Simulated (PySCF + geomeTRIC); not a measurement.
A geometry relaxed with PBE0-D4/def2-TZVP (PySCF + geomeTRIC), charge 0, multiplicity 2:

```xyz
4

H     -0.5836     1.3730    -0.1562
Br     1.8881    -0.3917    -0.1014
H     -1.0812    -1.0284    -0.1597
Si    -0.2241     0.0454     0.4101
```

### Question
Write the SMILES of this molecule.

### Answer
`[SiH2]Br`
